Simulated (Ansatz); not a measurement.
Cartesian coordinates in Å:
```
F -1.081 0.727 -1.755
B -0.656 1.186 -0.538
F 0.633 1.673 -0.555
F -1.545 2.007 0.095
N -0.558 -0.187 0.417
Si 1.039 -1.017 0.222
H -1.341 -0.783 0.159
H -0.716 0.102 1.379
H 2.020 -0.250 1.010
H 0.875 -2.381 0.785
H 1.330 -1.076 -1.220
```

Charge 0, multiplicity 1.

(1) List the CAM-B3LYP/def2-TZVPP orbital energies in eV (Ansatz). (An estimate is asked.)

Answers

(1) Computed: Occupied: -1802.32, -672.64, -672.54, -672.52, -393.47, -188.35, -146.87, -102.24, -102.17, -102.16, -34.83, -33.67, -33.62, -27.94, -18.24, -17.48, -17.45, -15.96, -15.63, -15.43, -14.15, -13.16, -13.10, -12.58, -12.45, -12.23, -12.10, -11.87, -11.47. Lowest empty: 0.20, 1.55, 1.73, 2.12, 2.34, 2.65, 3.66, 4.44.
